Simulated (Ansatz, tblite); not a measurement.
[MF4] with several metals: E(high spin) − E(low spin) (eV) at several levels, gas phase, relaxed structures; Ansatz, xTB through tblite. Each state is relaxed at the level in the geometry column; the other columns are single points. Core potentials for Ag, Au in the def2 sets, no spin–orbit coupling. xTB has no spin-polarisation term. Singlets are spin-restricted. The structures are stationary points that may keep the symmetry of their start. Correlated methods freeze inner cores and use unrestricted references for open shells. Remarks come from the PBE and PBE0 runs and from stability tests at other levels; not every state was tested. HOMO above LUMO (over both spins in singlets and doublets, within one spin in higher multiplets; at PBE or PBE0), or a gap under 0.15 eV within one spin, warns that the state may not be the lowest or that an electron is smeared out.

```csv
species,state,geometry,GFN1-xTB,GFN2-xTB,PBE-D4/def2-TZVPD,r2SCAN-D4/def2-TZVPD,PBE0-D4/def2-TZVPD,remarks
[AgF4]- (AgF4⁻),triplet − singlet,PBE0-D4/def2-SVPD,2.80,2.06,1.56,1.75,1.99,gap within one spin near zero at PBE or PBE0 (triplet)
[CuF4]- (CuF4⁻),triplet − singlet,r2SCAN-D4/def2-SVPD,1.20,1.75,0.81,0.68,0.60,–
[AuF4]- (AuF4⁻),triplet − singlet,PBE0-D4/def2-SVPD,2.81,2.71,2.09,2.29,2.58,–
```

Question: Estimate the column for RPA@PBE/def2-TZVPD.

Answer: [AgF4]- (AgF4⁻) 1.56; [CuF4]- (CuF4⁻) 0.66; [AuF4]- (AuF4⁻) 2.44.

Over the 3 species that have every level, the mean is 2.27 at GFN1-xTB, 2.17 at GFN2-xTB, 1.49 at PBE-D4/def2-TZVPD, 1.57 at r2SCAN-D4/def2-TZVPD, 1.72 at PBE0-D4/def2-TZVPD, 1.55 at RPA@PBE/def2-TZVPD.
